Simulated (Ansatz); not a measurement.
Molecule: dichloro(ethynyl)borane, C2HBCl2 (charge 0, singlet). SMILES: C#CB(Cl)Cl
Coordinates optimised at B3LYP-D3(BJ)/def2-TZVP (Ansatz, a quantum-chemistry and plane-wave program):
```xyz
6

C      2.6767    -0.4806    -0.2009
C      1.4936    -0.2681    -0.1121
B      0.0176    -0.0032    -0.0013
Cl    -0.6291     1.5711    -0.4144
Cl    -1.0668    -1.2666     0.5418
H      3.7210    -0.6680    -0.2793
```
Charge 0, spin multiplicity 1.

Property: vertical ionisation energy to the doublet, in eV. Conventions: frozen cores in correlated levels; open shells spin-unrestricted; non-relativistic; each state is the SCF solution reached for its charge and spin; no dispersion term unless named; spin-orbit terms left out; six Cartesian d functions in 6-31G* and its kin unless marked 5d; 6-311+G** with 5d, 6d on Na to Ar in Ansatz. Basis-set limits of correlation are two-point, X^-3; Hartree-Fock from the larger set. The bracket is a focal-point correction in the basis named. Ab initio and DFT rows: single points at B3LYP-D3(BJ) geometries (Ansatz).

Coupled cluster (Ansatz) is a level with limits of its own, used here on species with T1 under 0.025 (0.045 for open shells) and stable references: RI-MP2/CBS(aug-cc-pV(T+d)Z,aug-cc-pV(Q+d)Z)+[CCSD(T)-MP2]/aug-cc-pV(T+d)Z.

Value to compare with, RI-MP2/CBS(aug-cc-pV(T+d)Z,aug-cc-pV(Q+d)Z)+[CCSD(T)-MP2]/aug-cc-pV(T+d)Z (Ansatz): 11.31 eV.

```tsv
level	program	vertical ionisation energy to the doublet (eV)	difference
B3LYP/STO-3G	Ansatz	9.78	-1.53
B3LYP/3-21G	Ansatz	10.87	-0.44
B3LYP/6-31G*	Ansatz	10.52	-0.79
B3LYP/6-311+G**	Ansatz	10.69	-0.62
B3LYP/def2-TZVPD	Ansatz	10.64	-0.67
```

Among the 4 habitual levels, B3LYP/STO-3G lies farthest from RI-MP2/CBS(aug-cc-pV(T+d)Z,aug-cc-pV(Q+d)Z)+[CCSD(T)-MP2]/aug-cc-pV(T+d)Z (Ansatz) (-1.53 eV) and B3LYP/3-21G nearest (-0.44); 0 of 4 lie above it, and their mean absolute difference is 0.84 eV, the median 0.71. One case shows no general order.

The sets are all those run for this method; left out are runs that failed, that the program found above a lower state of the same kind, or whose <S^2> lies over 0.5 above the pure value.
